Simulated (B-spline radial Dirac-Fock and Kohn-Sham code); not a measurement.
Ionisation energies of mercury ions, computed and tabulated

The computed values come from a radial atomic solver: Dirac-Fock energy differences between relaxed states, corrected for Breit and QED terms. Each value is the difference of the configuration-average energies of two neighbouring ions in their tabulated ground configurations. The model has no electron correlation. NIST's values refer to the lowest levels; many for high charge states are themselves semi-empirical or theoretical. Where a p, d or f shell is open in either ion the computed value averages over both j values and all terms, while the table refers to the lowest levels; that difference holds spin-orbit splitting (largest in heavy or highly charged ions), term energies where several electrons share open shells, and correlation, and it can reach 10 % or more.

| ion | configuration | computed (eV) | NIST (eV) | kind | NIST − computed (eV) |
| --- | --- | --- | --- | --- | --- |
| Hg³³⁺ | [Kr] 4d10 4f1 | 1258.1 | 1280 ± 60 | theoretical | +21.92 |
| Hg³⁴⁺ | [Kr] 4d10 | 1559.6 | 1549 ± 5 | theoretical | -10.57 |
| Hg³⁵⁺ | [Kr] 4d9 | 1616.6 | 1603 ± 5 | theoretical | -13.60 |
| Hg³⁶⁺ | [Kr] 4d8 | 1674.3 | 1661 ± 5 | theoretical | -13.27 |
| Hg³⁷⁺ | [Kr] 4d7 | 1732.6 | 1723 ± 4 | theoretical | -9.56 |
| Hg³⁸⁺ | [Kr] 4d6 | 1791.5 | 1780 ± 4 | theoretical | -11.48 |
| Hg³⁹⁺ | [Kr] 4d5 | 1851.0 | 1839 ± 4 | theoretical | -12.03 |
| Hg⁴⁰⁺ | [Kr] 4d4 | 1911.2 | 1928 ± 4 | theoretical | +16.79 |
| Hg⁴¹⁺ | [Kr] 4d3 | 1972.0 | 1989 ± 4 | theoretical | +16.99 |
| Hg⁴²⁺ | [Kr] 4d2 | 2033.4 | 2052 ± 4 | theoretical | +18.57 |
| Hg⁴³⁺ | [Kr] 4d1 | 2095.5 | 2113 ± 4 | theoretical | +17.51 |
| Hg⁴⁴⁺ | [Ar] 3d10 4s2 4p6 | 2400.7 | 2354 ± 4 | theoretical | -46.74 |

Problem. Where in this range is the largest relative jump, and why?

Solution. From Hg³³⁺ (1258.1 eV) to Hg³⁴⁺ (1559.6 eV), a factor of 1.24. The configuration goes from [Kr] 4d10 4f1 to [Kr] 4d10, so the next electron comes out of a deeper subshell.
